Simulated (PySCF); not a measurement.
# Dipole response of Lu⁵⁴⁺ (lutetium, charge +54)

[Ne] 3s2 3p5, 2P determinant. Calculation: PySCF 2.14, in an uncontracted even-tempered set (17 s from 13 bohr⁻², ratio 2.5; 12 p from 17 bohr⁻², ratio 2.5; 4 d from 71 bohr⁻², ratio 2.7; 4 f from 110 bohr⁻², ratio 2.7); the spin-free X2C one-electron Hamiltonian (Gaussian nucleus). Coupled (time-dependent) response in atomic units; α is the mean over directions.

| method | mean α (bohr³) | α xx, yy, zz | C₆ (like pair) | S(−4) |
| --- | --- | --- | --- | --- |
| UHF | 0.001850 | 0.002738, 0.001406, 0.001406 | 7.593e-05 | 3.745e-06 |
| PBE0 | 0.001857 | 0.002742, 0.001415, 0.001415 | 7.607e-05 | 3.878e-06 |

S(−4) is the Cauchy moment in α(ω) = α(0) + S(−4) ω² + …

Spin-orbit coupling is absent.

α(iu) at UHF:

```tsv
u (hartree)	α(iu) (bohr³)
0	0.001850
3.00	0.001817
6.00	0.001729
12.0	0.001472
18.0	0.001212
24.0	0.0009957
30.0	0.0008278
45.0	0.0005630
60.0	0.0004227
90.0	0.0002866
150	0.0001812
```

A single London oscillator, α(iu) = α/(1 + u²/ω²), gives C₆ = (3/4) ω α². Matching the computed C₆ needs ω = 4 × 7.593e-05 / (3 × 0.001850²) = 29.6 hartree.

For an ion, C₆ is the dispersion term alone; charge-induced terms of lower order in 1/R come first.

The components differ because the open shell of this determinant is not spherical; for a pure term their mean is the scalar polarisability.

Spin-orbit coupling, absent here, splits the open shell strongly.
